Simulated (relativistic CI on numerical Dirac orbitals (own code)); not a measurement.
**Radial parameters of Ce IX**

These numbers are calculated, not measured: Dirac-Coulomb-Breit CI, separate exchange-only KLI orbitals for each configuration, a model potential for QED, unscaled Slater integrals (own radial code, finite nucleus).

Slater integrals F^k, G^k are unscaled and averaged over j, outside the closed core [Kr] 4d10; ζ comes from projecting the Hamiltonian with its Breit term on Σ l·s of the shell.

- 5s²5p²: F^2(5p,5p) = 71066, ζ(5p) = 21186 cm⁻¹; <r>(5p) = 1.512, <r^2>(5p) = 2.55 (bohr units).
- 5s²5p4f: ζ(5p) = 20349, F^2(5p,4f) = 57389, G^2(5p,4f) = 28641, G^4(5p,4f) = 23082, ζ(4f) = 654.98 cm⁻¹; <r>(5p) = 1.532, <r^2>(5p) = 2.618, <r>(4f) = 0.9161, <r^2>(4f) = 1.015 (bohr units).
- 5s5p³: F^2(5p,5p) = 71131, G^1(5s,5p) = 92703, ζ(5p) = 21032 cm⁻¹; <r>(5s) = 1.379, <r^2>(5s) = 2.119, <r>(5p) = 1.51, <r^2>(5p) = 2.544 (bohr units).

Averages of the first 10 configurations, taken without configuration mixing, which lowers the lowest level and can move excited configurations by several eV; other configurations of the list can lie among them:

| Configuration | Parity | States | Average energy above the lowest level (eV) |
| --- | --- | --- | --- |
| 5s²5p² | even | 15 | 6.6 |
| 5s²5p4f | even | 84 | 14.0 |
| 5s5p³ | odd | 40 | 28.2 |
| 5s²5p5d | odd | 60 | 38.2 |
| 5p⁴ | even | 15 | 53.0 |
| 5s5p4f² | odd | 1092 | 43.1 |
| 5s5p²4f | odd | 420 | 33.9 |
| 5s²4f5d | odd | 140 | 45.0 |
| 5s5p²5d | even | 300 | 58.5 |
| 5p³4f | even | 280 | 57.0 |
